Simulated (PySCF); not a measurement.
CuC: frontier orbitals

ωB97X-V at R = 1.815 Å; basis Cu def2-TZVPP, C def2-TZVPP; no relativity; PySCF 2.14. State: ⁴Σ⁻ (quartet), unpaired electrons σ ↑, π ↑↑. Only the outer orbitals are listed, counted within each symmetry.

```csv
spin,orbital,occ.,ε (eV),on Cu (%),main shells (%)
α,3π,1,-12.12,91,"91 Cu d, 9 C p"
α,3π,1,-12.12,91,"91 Cu d, 9 C p"
α,8σ,1,-11.82,76,"76 Cu d, 17 C p"
α,1δ,1,-11.47,100,100 Cu d
α,1δ,1,-11.47,100,100 Cu d
α,9σ,1,-8.95,52,"48 C p, 42 Cu s, 10 Cu d"
α,4π,1,-8.11,16,"84 C p, 9 Cu d"
α,4π,1,-8.11,16,"84 C p, 9 Cu d"
α,10σ,0,-0.45,96,"90 Cu s, 15 C p"
α,5π,0,3.11,93,"81 Cu p, 13 Cu d"
α,5π,0,3.11,93,"81 Cu p, 13 Cu d"
β,7σ,1,-15.52,33,"63 C s, 21 Cu d"
β,3π,1,-11.61,98,98 Cu d
β,3π,1,-11.61,98,98 Cu d
β,1δ,1,-11.41,100,100 Cu d
β,1δ,1,-11.41,100,100 Cu d
β,8σ,1,-11.05,80,"76 Cu d, 19 C s"
β,9σ,0,-1.20,89,91 Cu s
β,4π,0,1.05,35,"65 C p, 36 Cu p"
β,4π,0,1.05,35,"65 C p, 36 Cu p"
```

Problem. Which are the highest filled and the lowest empty level, where do they sit, and how wide is the gap?

Solution. Highest filled α 4π at -8.11 eV (in %: 84 C p, 9 Cu d); lowest empty β 9σ at -1.20 eV (in %: 91 Cu s); the gap at ωB97X-V is 6.91 eV.

```
bond order (Mayer)                              : 1.25
⟨S²⟩                                            : 3.777
charge on Cu (Mulliken, basis-dependent)        : 0.32
charge on Cu (Löwdin, basis-dependent)          : 0.19
dipole moment (positive dipole means Cu(−)C(+)) : -4.24 D
```

With d or f electrons several states lie close, and the lowest PBE0 determinant need not be the measured ground state.
